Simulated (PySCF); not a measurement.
# What a mistake does to a calculation on CGeH7NSi

All numbers below are calculated, not measured. The program is PySCF 2.14.0, an open-source quantum chemistry code, run on an isolated molecule that a program drew, which may never have been made. The molecule is CGeH7NSi (charge 0, singlet), drawn as the SMILES string `[SiH3]N[CH]=[GeH2]`.

Each row is a Hartree-Fock (HF) and frozen-core CCSD(T) single point in the cc-pV(D+d)Z basis, meant for a local HF minimum. Run 1 is clean. Each other run has one planted mistake out of seven kinds, and not every kind appears here: one electron removed, one electron added, multiplicity raised by two, geometry at a saddle point, minimal basis STO-3G, one bond length entered in bohr, all coordinates scaled. The reference is restricted for singlets and unrestricted otherwise, and also for a bond in bohr. Adding or removing an electron swaps singlet and doublet. Electrons count all cores. HOMO and LUMO are orbital energies over both spins, the gradient is its largest component, and the lowest frequency (negative if imaginary) is given only where the gradient is small. Bond lengths are over the 10 bonds as drawn. T1 is the CCSD diagnostic: over 0.02 (restricted) or 0.045 (unrestricted) a single reference is doubtful. Germanium has the cc-pVDZ-PP basis, with a core potential (ECP10MDF) in place of its 10 inner electrons, and its 3s, 3p and 3d shells are frozen in CCSD(T).

Geometry of the clean run:
```xyz
11
CGeH7NSi, angstrom
Si    0.7922   -0.2569   -1.6084
N    -0.3020   -0.1306   -0.2065
C    -0.7858    0.9585    0.3498
Ge   -2.3086    1.0893    1.6455
H     1.1499    1.1263   -1.9608
H     1.9694   -1.0462   -1.2051
H     0.0882   -0.9357   -2.7112
H    -0.6151   -0.9819    0.2334
H    -0.4254    1.8728   -0.1270
H    -1.9342   -0.2300    2.4270
H    -1.6004    2.1600    2.5470
```

| run | electrons | basis functions | <S^2> | HOMO (eV) | LUMO (eV) | gradient (hartree/bohr) | lowest frequency (cm^-1) | mean bond (Å) | longest bond (Å) | T1 | HF (hartree) | CCSD(T) (hartree) | mistake |
|---|---|---|---|---|---|---|---|---|---|---|---|---|---|
| 1 | 66 | 109 | 0.000 | -7.14 | 2.20 | 8.6e-06 | 68 | 1.4768 | 2.004 | 0.0255 | -678.65717 | -679.23254 | no fault |
| 2 | 66 | 109 | 2.018 | -6.52 | 0.21 | 8.6e-02 | - | 1.4768 | 2.004 | 0.0166 | -678.61032 | -679.15823 | multiplicity raised by two |
| 3 | 67 | 109 | 0.767 | -0.57 | 7.14 | 9.7e-02 | - | 1.4768 | 2.004 | 0.0175 | -678.63523 | -679.21078 | one electron added |
| 4 | 66 | 109 | 0.185 | -8.27 | 1.33 | 2.2e-02 | - | 1.6551 | 3.786 | 0.0403 | -678.60020 | -679.15682 | ? |
| 5 | 65 | 109 | 0.761 | -15.32 | -5.30 | 5.1e-02 | - | 1.4768 | 2.004 | 0.0186 | -678.43180 | -678.97580 | ? |

**Which mistake was planted in run 4, and what did it cost?**

The mean bond changes by a factor of 1.121 and the longest by 1.889, so the molecule wasn't scaled as a whole. A length L in bohr read as angstrom grows by (1/0.5292 - 1) L = 0.890 L. The 10 bonds together grew by 10 x 0.1783 = 1.783 Å, which gives L = 2.004 Å. That is bond C3-Ge4, 2.004 Å in the clean geometry. So the mistake is: one bond length entered in bohr. Subtracting run 1 and multiplying by 627.51 kcal/mol a hartree, the energy moved by 35.7 kcal/mol in HF and 47.5 kcal/mol in CCSD(T).

**Which mistake was planted in run 5, and what did it cost?**

It counts 65 electrons, one fewer than the clean run, at the same geometry and basis. So the mistake is: one electron removed. Subtracting run 1 and multiplying by 627.51 kcal/mol a hartree, the energy moved by 141.4 kcal/mol in HF and 161.1 kcal/mol in CCSD(T).

Cautions from the logs. Run 1: T1 is over the limit, so its CCSD(T) energy is less reliable; run 3: the added electron raises the CCSD(T) energy, so it isn't bound in this basis.
